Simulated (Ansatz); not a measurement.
Program: Ansatz. Geometries: PBE0-D4/def2-TZVP. ΔE: electronic, gas phase. CCSD(T)/CBS is the MP2 limit (def2-TZVPP, def2-QZVPP) plus CCSD(T) − MP2 in def2-TZVPP, frozen cores. Double bonds are as drawn, so ΔE can hold a change between cis and trans. Functionals use def2-TZVPP. B3LYP here is the variant with VWN-RPA as its local correlation; programs differ in this. Elements past krypton have def2 core potentials. For I outer-core shells are correlated without core-valence functions, which leaves a few kJ/mol of doubt a bond. One conformer a species, not always the lowest.

Reaction (formal exchange of groups at the Al–B bond): `CO[B]([AlH2])[SiH3]` + `O/C=C\I` → `O/C=[CH]\[AlH2]` + `COB([SiH3])I`

```json
{"level": "PBE0-D4", "ΔE (kJ/mol)": "-168.1", "difference from CCSD(T)/CBS": "3.7"}
{"level": "B3LYP-D4", "ΔE (kJ/mol)": "-169.5", "difference from CCSD(T)/CBS": "2.3"}
{"level": "ωB97X-V", "ΔE (kJ/mol)": "-170.7", "difference from CCSD(T)/CBS": "1.1"}
{"level": "ωB97M-V", "ΔE (kJ/mol)": "-176.3", "difference from CCSD(T)/CBS": "-4.5"}
{"level": "r2SCAN", "ΔE (kJ/mol)": "-176.3", "difference from CCSD(T)/CBS": "-4.5"}
{"level": "PBE0", "ΔE (kJ/mol)": "-167.2", "difference from CCSD(T)/CBS": "4.6"}
{"level": "B3LYP", "ΔE (kJ/mol)": "-167.9", "difference from CCSD(T)/CBS": "3.9"}
{"level": "HF/def2-TZVPP", "ΔE (kJ/mol)": "-184.9", "difference from CCSD(T)/CBS": "-13.1"}
{"level": "MP2/def2-TZVPP", "ΔE (kJ/mol)": "-184.2", "difference from CCSD(T)/CBS": "-12.4"}
{"level": "MP2/CBS(def2)", "ΔE (kJ/mol)": "-184.7", "difference from CCSD(T)/CBS": "-12.9"}
{"level": "CCSD(T)/CBS", "ΔE (kJ/mol)": "-171.8", "difference from CCSD(T)/CBS": "0"}
```

Largest T1 diagnostic among the species: 0.015.

From PBE to PBE0 (25 % exact exchange), in def2-TZVPP and without D4, ΔE moves by −7.8 kJ/mol.
